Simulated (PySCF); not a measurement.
## Telling isomers of C6H7FN2Si apart by NMR

Computed data (PySCF): GFN2-xTB geometry, GIAO PBE0/pcSseg-1 shieldings. Gas phase, one conformer, rapidly exchanging positions averaged, non-relativistic Hamiltonian.

δ = σ(ref) − σ, references computed at the same level: 1H (σ = 31.72 ppm) and 13C (σ = 186.93 ppm) vs TMS. Splittings of carbon signals by F and P are missing where no couplings were computed. Where no couplings were computed, multiplicities follow the n + 1 count of equivalent neighbours, and m marks all less simple cases (inequivalent or close neighbours, rings, F or P nearby). Shifts are as computed. Against solution values, carbons near 30 ppm lie about +3 ppm off and those near 130 ppm about +5 ppm. Of 1309 compounds with measured shifts, 239 miss one by over three times the rms of a fit or turn the order of signals round; such compounds aren't used in these exercises. OH and NH positions are gas-phase values without hydrogen bonding to other molecules.

(1) Tabulate the signals of `C[C@H](F)/C(C#N)=C(/[SiH3])C#N`, `C#CCn1nc(F)cc1[SiH3]`, `C[Si@]1(N)C=CC(C#N)=C1F`, `C=N[SiH2]c1cc(F)ccn1`, `N#C/C=C(/CC#N)C[SiH2]F`, `N#C/C=C(\CC#N)C[SiH2]F` and their relative energies.

(2) What is the quickest way to tell C[Si@]1(N)C=CC(C#N)=C1F from N#C/C=C(\CC#N)C[SiH2]F?

(3) What is the quickest way to tell C=N[SiH2]c1cc(F)ccn1 from N#C/C=C(/CC#N)C[SiH2]F?

(4) What is the quickest way to tell C[C@H](F)/C(C#N)=C(/[SiH3])C#N from C[Si@]1(N)C=CC(C#N)=C1F?

## Answers

(1) 
| SMILES | carbon types | δC | δH | E rel. (kcal/mol) |
| --- | --- | --- | --- | --- |
| C[C@H](F)/C(C#N)=C(/[SiH3])C#N | 4×C 1×CH 1×CH3 | 153.3, 130.8, 121.1, 120.3, 93.4, 22.9 | 6.05 (m, 1H), 4.56 (s, 3H), 1.67 (m, 3H) | 46.6 |
| C#CCn1nc(F)cc1[SiH3] | 3×C 2×CH 1×CH2 | 173.1, 135.8, 108.6, 83.4, 82.8, 44.2 | 6.25 (m, 1H), 4.96 (d, 2H), 4.61 (s, 3H), 1.92 (t, 1H) | 71.6 |
| C[Si@]1(N)C=CC(C#N)=C1F | 3×C 2×CH 1×CH3 | 203.1, 152.6, 125.2, 118.4, 110.7, -6.1 | 6.84 (m, 1H), 5.53 (m, 1H), 0.68 (br s, 2H), 0.48 (s, 3H) | 10.7 |
| C=N[SiH2]c1cc(F)ccn1 | 2×C 3×CH 1×CH2 | 178.8, 173.1, 172.0, 156.5, 125.3, 116.8 | 8.96 (m, 1H), 8.84 (m, 1H), 8.78 (m, 1H), 7.99 (m, 1H), 7.12 (m, 1H), 5.67 (s, 2H) | 19.0 |
| N#C/C=C(/CC#N)C[SiH2]F | 3×C 1×CH 2×CH2 | 166.5, 121.5, 120.4, 103.0, 28.7, 28.7 | 5.34 (m, 2H), 5.33 (s, 1H), 3.25 (s, 2H), 2.65 (m, 2H) | 0.0 |
| N#C/C=C(\CC#N)C[SiH2]F | 3×C 1×CH 2×CH2 | 166.0, 120.7, 120.7, 103.6, 29.9, 26.1 | 5.32 (s, 1H), 5.23 (m, 2H), 3.67 (s, 2H), 2.35 (m, 2H) | 0.6 |

Energies are electronic energies at PBE0/pcSseg-1 on these geometries, without zero-point or thermal terms, each for the one conformer computed, which needn't be the lowest.

(2) Both give the same number of carbon signals, but DEPT or the intensities differ. The first has a methyl carbon bonded to Si (CH3) at -6.1 ppm, the second an allylic sp3 CH2 bonded to Si at 29.9 ppm. Their most deshielded carbons lie at 203.1 and 166.0 ppm. In the proton spectra the most deshielded non-exchanging signals are 6.84 (m, 1H) and 5.32 (s, 1H).

(3) Both give the same number of carbon signals, but DEPT or the intensities differ. The first has a C=N carbon (CH2) at 172.0 ppm, the second an allylic sp3 CH2 bonded to Si at 28.7 ppm. Their most deshielded carbons lie at 178.8 and 166.5 ppm. In the proton spectra the most deshielded non-exchanging signals are 8.96 (m, 1H) and 5.34 (m, 2H).

(4) Both give the same number of carbon signals, but DEPT or the intensities differ. The first has a fully substituted alkene carbon (C) at 153.3 ppm, the second an alkene CH at 152.6 ppm. Their most deshielded carbons lie at 153.3 and 203.1 ppm. In the proton spectra the most deshielded non-exchanging signals are 6.05 (m, 1H) and 6.84 (m, 1H).
